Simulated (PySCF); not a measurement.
Bonds (- single, = double, # triple, : aromatic): C1-Si2 1.892 Å, Si2-N3 1.768 Å, N3:C4 1.365 Å, C4:N5 1.296 Å, N5:C6 1.366 Å, C6:C7 1.357 Å, C7-F8 1.338 Å, C7:N3 1.365 Å. C1 carries H9, H10, H11; Si2 carries H12, H13; C4 carries H14; C6 carries H15.

All values are calculated (PySCF): GFN2-xTB geometry, shielding tensors at PBE0/pcSseg-1 (GIAO). Fast rotation and ring inversion assumed for equivalent nuclei, isolated molecule, non-relativistic Hamiltonian, one conformer.

Predict the 2D correlation tables (HSQC, COSY, HMBC).

Results:



HSQC (one-bond C–H):
```csv
δH,δC
6.85 (H15),114.2 (C6)
6.81 (H14),134.2 (C4)
0.61 (H9/H10/H11),-3.3 (C1)
```

COSY cross peaks (H two or three bonds apart, from the bond graph; peaks can be absent where the dihedral angle is near 90°):
```csv
δH,δH
5.14 (H12/H13),0.61 (H9/H10/H11)
```

HMBC (two and three bonds, from the bond graph):
```csv
δH,δC
6.85 (H15),"161.9 (C7), 134.2 (C4)"
6.81 (H14),"161.9 (C7), 114.2 (C6)"
5.14 (H12/H13),"161.9 (C7), 134.2 (C4), -3.3 (C1)"
```

δ = σ(ref) − σ, references computed at the same level: 1H, 13C vs TMS.

Short H···H contacts in this conformer between protons four or more bonds apart (candidates for NOE cross peaks, intensity ∝ r⁻⁶): H12···H14 2.71 Å.

Shifts are as computed. Against solution values, carbons near 30 ppm lie about +3 ppm off and those near 130 ppm about +5 ppm. Of 1211 compounds with measured shifts, 218 miss one by over three times the rms of a fit or turn the order of signals round; such compounds aren't used in these exercises.
